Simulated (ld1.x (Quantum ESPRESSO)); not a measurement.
Values are calculated unless marked as measured or tabulated.
Potentials for titanium (Ti) compared

Generated with ld1.x 7.5 (TM, RRKJ, ultrasoft, PAW), atompaw 4.2 or ONCVPSP 4.0.1. The cutoff is in Ry: for ld1.x and atompaw files where the sum of valence levels is converged to 10 mRy in a Bessel basis, for ONCV files where the hardest occupied wave has 1 mHa per electron of residual kinetic energy. The error is the largest all-electron minus pseudo excitation energy over each file’s own four to seven test configurations (ionisations up to +4, promotions, holes and added fractions of an electron), all of which were solved. The labels leave out finer settings (local radius, basis sizes, second energies), which also bear on the numbers. Spin-polarised tests are not counted. The rows are a selection from randomly drawn settings: files with unsolved tests, undetermined cutoffs or missed reference levels are left out.

A true bound ghost makes a file unfit for plane-wave use even where its test errors are small: the radial tests pick states by their node count and pass the ghost by.

| potential | cutoff (Ry) | largest error (meV) | bound ghosts |
| --- | --- | --- | --- |
| ultrasoft, BP86, scalar-relativistic, rc 2.95/3.40/2.70 (spd), local smoothed, core correction no, reference 3d2 4s1 4p0 | 12 | +73 | none |
| TM, PBEsol, scalar-relativistic, rc 2.20/1.60/2.00 (spd), local smoothed, core correction no, reference 3p6 3d2 4s2 4p0 | 50 | -233 | s |
| TM semilocal, LDA (PZ), scalar-relativistic, rc 2.95/3.75/2.25 (spd), local p, core correction yes, reference 3d2 4s2 4p0 | 45 | -301 | none |

**Question.** Fill in the row for Ti: TM, PBE, scalar-relativistic, rc 2.20/2.75/2.45 (spd), local s, core correction yes, reference 3d2 4s1 4p0.

**Answer.** cutoff 40 Ry, largest error -345 meV, bound ghosts: none.

**Question.** Fill in the row for Ti: TM, PBEsol, scalar-relativistic, rc 3.20/4.15/2.20 (spd), local smoothed, core correction yes, reference 3d2 4s1 4p1.

**Answer.** cutoff 45 Ry, largest error -385 meV, bound ghosts: none.
